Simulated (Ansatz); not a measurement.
A structure relaxed at PBE0-D4/def2-TZVP, charge 0, multiplicity 1:

Cartesian coordinates in Å:
```
C 0.244 0.789 1.579
B 0.083 -0.475 0.675
B -0.565 -0.466 -0.870
N 0.137 -0.365 -2.068
H 1.097 0.735 2.261
H -0.643 0.777 2.234
H 0.242 1.752 1.064
H 0.344 -1.533 1.196
H -1.766 -0.555 -0.974
H -0.312 -0.370 -2.968
H 1.138 -0.289 -2.129
```

(1) Give its formula and SMILES.

(2) Summarise the bond lengths by kind.

## Answers

(1) CH7B2N, `CBBN`.

(2) 1 × B–C 1.563 Å; 3 × C–H 1.092 to 1.103 Å; 1 × B–B 1.676 Å; 2 × B–H 1.207 to 1.209 Å; 1 × B–N 1.393 Å; 2 × H–N 1.006 Å.

All numbers were calculated with Ansatz.
